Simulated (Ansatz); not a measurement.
BH₂Br⁺. Charge 1, multiplicity 2. Geometry r2SCAN-D4/def2-TZVP, that of the neutral singlet; atoms count from 1.

Cartesian coordinates in Å:
```
B -0.140 -0.039 -0.134
H -0.261 0.712 -1.046
H -0.802 -1.012 0.030
Br 1.203 0.339 1.150
```

**Question.** Estimate the Mulliken populations from the PBE0/def2-TZVP orbitals of Ansatz.

**Answer.** 
```tsv
atom	charge (e)	spin (α − β)
B1	0.06	-0.01
H2	0.19	0.10
H3	0.19	0.10
Br4	0.56	0.82
```
Mulliken values depend strongly on the basis.

**Question.** Where does the spin sit?

**Answer.** Summed by element: B -0.01, H 0.19, Br 0.82, of 1 unpaired in all. Largest on single atoms: Br4 0.82, H2 0.10, H3 0.10.

**Question.** And the Mayer bond orders between heavy atoms (over 0.3)?

**Answer.** B1–Br4 1.33 (1.90 Å).
